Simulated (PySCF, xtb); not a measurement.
C2H6ClGa, SMILES C[CH2][GaH][Cl].

xtb with GFN2-xTB at its own geometry gives an orbital gap of 4.38 eV and a dipole moment of 2.68 D.

Geometry optimised at ωB97X-D3(BJ)/def2-SVP. The structure was generated by enumeration; whether it is a known compound was not checked. One conformer was computed; it need not be the lowest.

What does HF/def2-TZVP (PySCF) give? (The exact figures need the calculation; the answer reports its results.)

gap 12.20 eV (levels -10.75 and 1.45 eV), dipole 2.73 D.
